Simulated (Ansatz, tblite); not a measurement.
Isomers of TiSi₆⁺ (doublet), found by a short tight-binding search and relaxed with PBE0-D4/def2-SVP in Ansatz.

The xTB rows come from tblite.

Run but left out: HF/def2-SVP, MP2/def2-SVP, CCSD/def2-SVP, CCSD(T)/def2-SVP (flagged by the program: large difference); LC-ωPBE/def2-TZVP, HF/def2-SVP, MP2/def2-SVP, CCSD/def2-SVP, CCSD(T)/def2-SVP (A: ⟨S²⟩ 1.23 to 1.85, where a pure state has 0.75).

A: At r2SCAN-D4/def2-TZVP, PBE0-D4/def2-TZVP the charge 1 doublet is spin-contaminated (final ⟨S²⟩ up to 0.94, 0.75 for a pure state). B: At PBE0-D4/def2-TZVP the charge 1 doublet is spin-contaminated (final ⟨S²⟩ up to 0.86, 0.75 for a pure state). C: At r2SCAN-D4/def2-TZVP, PBE0-D4/def2-TZVP the charge 1 doublet is spin-contaminated (final ⟨S²⟩ up to 0.88, 0.75 for a pure state).

Other spin states were run for one of them alone.

A:

Cartesian coordinates in Å:
```
Ti 0.4444 -1.8107 -0.6762
Si -1.9661 1.5011 0.4597
Si 0.3965 1.2540 0.5095
Si 1.4688 -0.7026 1.3378
Si -0.9199 0.1616 -1.3040
Si -1.0617 -0.7215 0.9660
Si 1.6380 0.3182 -1.2928
```

B:

```xyz
7

Ti    1.055   -1.538   -0.281
Si    1.915    0.195    1.230
Si   -1.166    2.020   -0.534
Si    1.000    1.037   -0.758
Si   -0.518    0.388    1.120
Si   -1.262   -1.846    0.464
Si   -1.024   -0.255   -1.241
```

C:

```xyz
7

Ti   -0.6142    1.2468    0.9166
Si   -0.8685   -1.3906   -0.0701
Si    2.9291    0.0352    0.3673
Si   -0.8467    0.8045   -1.5505
Si   -2.6520    0.1827   -0.2375
Si    1.0659   -0.4730   -0.9624
Si    0.9865   -0.4055    1.5367
```

Estimate their order by electronic energy at PBE0-D4/def2-TZVP, counted from the lowest.

A (0.0) < B (4.7) < C (18.2), in kcal/mol.

Do the other levels pick the same lowest one?

Not GFN2-xTB. Energies above each level's lowest (kcal/mol):

```tsv
level	A	B	C
GFN2-xTB	1.8	4.3	0.0
PBE-D4/def2-TZVP	0.0	3.6	16.0
revPBE-D4/def2-TZVP	0.0	5.0	17.1
r2SCAN-D4/def2-TZVP	0.0	1.7	15.4
PBE0-D4/def2-TZVP	0.0	4.7	18.2
```
Point groups (tolerance 0.1 Å): A Cs, B Cs, C not assigned. Lower isomers may exist.
